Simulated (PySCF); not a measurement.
Ga(F)2(SeH) (F₂GaHSe), SMILES [F][Ga]([SeH])[F]. Atoms are numbered in the order given.

```xyz
5

Ga     0.0023    -0.7597     0.0000
F      1.4585    -1.7247     0.0000
F     -1.4899    -1.6714     0.0000
Se     0.0483     1.5452     0.0000
H     -1.4290     1.5783     0.0000
```

The structure is a stationary point at B3LYP-D3(BJ)/def2-SVP. One conformer was computed; it need not be the lowest.

Level of theory: PySCF with PBE/pcSseg-1.

GIAO shieldings, no solvent; atoms listed in one row are averaged. δ = σ(ref) − σ: ¹⁹F against CFCl3 (σ = 133.6 ppm); ⁷⁷Se against Me2Se (σ = 1634.8 ppm); ¹H against TMS (σ = 31.49 ppm), references at their B3LYP-D3(BJ)/def2-TZVP geometries, non-relativistic.

Task: Estimate the chemical shifts. (An estimate is asked for; the answer gives what the named calculation found.)

Result: 
```json
[
 {"nucleus": "¹⁹F", "atoms": "F3", "count": "1", "δ (ppm)": "-127.0"},
 {"nucleus": "¹⁹F", "atoms": "F2", "count": "1", "δ (ppm)": "-136.1"},
 {"nucleus": "⁷⁷Se", "atoms": "Se4", "count": "1", "δ (ppm)": "-483.1"},
 {"nucleus": "¹H", "atoms": "H5", "count": "1", "δ (ppm)": "1.32"}
]
```
